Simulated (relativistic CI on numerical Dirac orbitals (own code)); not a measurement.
## What each ingredient does to the levels of Zn⁴⁺

Base calculation: Dirac-Coulomb-Breit CI, orbitals from a KLI potential per configuration, a model potential for QED, valence Slater integrals scaled by 0.85, P86 correlation energy added to each configuration.

CI space (outside the closed core [Ne]): 3s²3p⁶3d⁸, 3s²3p⁶3d⁷4s, 3s²3p⁶3d⁷4p, 3s²3p⁵3d⁹, 3s²3p⁶3d⁷4d, 3s²3p⁶3d⁷5s, 3s²3p⁶3d⁷5p, 3s²3p⁶3d⁶4s², 3s²3p⁶3d⁷4f, 3s²3p⁶3d⁷5d, 3s²3p⁶3d⁶4s4p, 3s²3p⁶3d⁷5f, 3s²3p⁶3d⁷5g, 3s²3p⁴3d¹⁰, 3s3p⁶3d⁹, 3s²3p⁶3d⁶4p². Levels of other configurations are missing.

Variants: (1) valence Slater integrals scaled by 0.75; (2) self-excluded LDA correlation estimate; (3) non-relativistic limit; (4) one mean potential for all configurations. Shifts of the energy above 3s²3p⁶3d⁸ ³F4, in cm⁻¹, for the lowest level and the first level of each name with at least 55 % of one term (blank where a level changes its place among those of its configuration and J or its character, or is not in the variant):

| Level | Base | Δ(1) | Δ(2) | Δ(3) | Δ(4) | Measured |
| --- | --- | --- | --- | --- | --- | --- |
| 3s²3p⁶3d⁸ ³F4 | 0.0 | 0.0 | 0.0 | 0.0 | 0.0 | 0.0 |
| 3s²3p⁶3d⁸ ³F3 | 2408.2 | -0.7 | +0.1 | -2408.2 | -77.1 | 2466.0 |
| 3s²3p⁶3d⁸ ³F2 | 3918.4 | -35.7 | 0.0 | -3918.4 | -117.8 | 4036.0 |
| 3s²3p⁶3d⁸ ¹D2 | 16641.6 | -1603.1 | -2.0 | -1319.0 | -122.0 | 18400.0 |
| 3s²3p⁶3d⁸ ³P2 | 21145.1 | -2019.1 | +1.4 | -1916.9 | -215.9 | 22663.0 |
| 3s²3p⁶3d⁸ ³P1 | 21684.3 | -2138.0 | +2.3 | -2456.1 | -215.9 | 23107.0 |
| 3s²3p⁶3d⁸ ³P0 | 22059.6 | -2164.0 | +2.3 | -2831.4 | -222.7 | 23510.0 |
| 3s²3p⁶3d⁸ ¹G4 | 29164.1 | -3206.6 | 0.0 | -1667.8 | -162.2 | 30600.0 |
| 3s²3p⁶3d⁸ ¹S0 | 62499.3 | -6349.2 | -1.1 | -1912.6 | -435.7 | 69904.0 |
| 3s²3p⁶3d⁷4s ⁵F5 | 200148.3 | +2143.6 | -147.7 | +9508.1 | +540.0 | 198961.7 |
| 3s²3p⁶3d⁷4s ⁵F4 | 201804.8 | +2138.4 | -147.6 | +7851.6 | +587.1 | 200644.0 |
| 3s²3p⁶3d⁷4s ⁵F3 | 203113.2 | +2139.4 | -147.6 | +6543.2 | +620.4 | 201972.7 |
| 3s²3p⁶3d⁷4s ⁵F2 | 204057.1 | +2133.8 | -147.6 | +5599.3 | +642.1 | 202929.1 |
| 3s²3p⁶3d⁷4s ⁵F1 | 204667.3 | +2127.4 | -147.6 | +4989.2 | +655.2 |  |
| 3s²3p⁶3d⁷4s ³F4 | 209651.2 | +1085.8 | -144.2 | +8744.2 | +926.5 | 208715.1 |
| 3s²3p⁶3d⁷4s ³F3 | 211880.6 | +1085.1 | -144.2 | +6514.9 | +987.6 | 210972.5 |
| 3s²3p⁶3d⁷4s ³F2 | 213360.8 | +1064.6 | -144.2 | +5034.7 | +1022.4 | 212171.1 |
| 3s²3p⁶3d⁷4s ⁵P3 | 223279.6 | -371.8 | -142.9 | +8128.1 | +283.9 | 221631.3 |
| 3s²3p⁶3d⁷4s ⁵P2 | 223738.4 | -428.8 | -143.0 | +7669.3 | +284.2 | 222042.1 |
| 3s²3p⁶3d⁷4s ⁵P1 | 224590.3 | -399.7 | -142.9 | +6817.4 | +317.3 | 222939.9 |
| 3s²3p⁶3d⁷4s ³G5 | 225811.1 | -747.9 | -147.0 | +8477.8 | +353.8 | 226333.9 |
| 3s²3p⁶3d⁷4s ³G4 | 226659.3 | -777.0 | -146.9 | +7629.6 | +379.5 | 227195.3 |

At this charge configurations can still be misplaced by up to about 7 % of their energy. 58 of the 63 excited levels that our extract of the measured tables holds in this range could be paired (the sources list more); they are missed by 933 cm⁻¹ on average and 7405 at most, and levels without a partner can miss by more.

Measured levels: Sugar and Musgrove, J. Phys. Chem. Ref. Data 24, 1803 (1995).

Ionisation energy from the two ground configurations alone: base 82.83 eV; valence Slater integrals scaled by 0.75 83.05 eV; self-excluded LDA correlation estimate 83.37 eV. The NIST ASD value (semi-empirical) is 82.6 eV.

LS names give the leading component of a level, which can be under half, so a name can repeat, a term be missing and a line seem to break the LS rules.
